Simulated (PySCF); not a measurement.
In(Br)(OH)(OMe) (CH4BrInO2), SMILES [OH][In]([O]C)[Br].

The structure is a stationary point at PBE0-D3(BJ)/def2-SVP. The structure was generated by enumeration; whether it is a known compound was not checked. The def2 effective core potentials stand for the cores of In; spin–orbit coupling is left out. The values are those of a single conformer.

Vertical ionisation energy (IE) and electron affinity (EA) in eV. Rows of orbital energies are one-electron estimates. Where ΔSCF, EOM or ADC give a negative EA the extra electron is unbound and the value depends on the basis.

| level | IE | EA |
|---|---|---|
| −ε(HOMO), −ε(LUMO), HF/def2-TZVP (PySCF) | 11.53 | -0.95 |
| −ε(HOMO), −ε(LUMO), PBE/def2-TZVP (PySCF) | 6.44 | 3.25 |
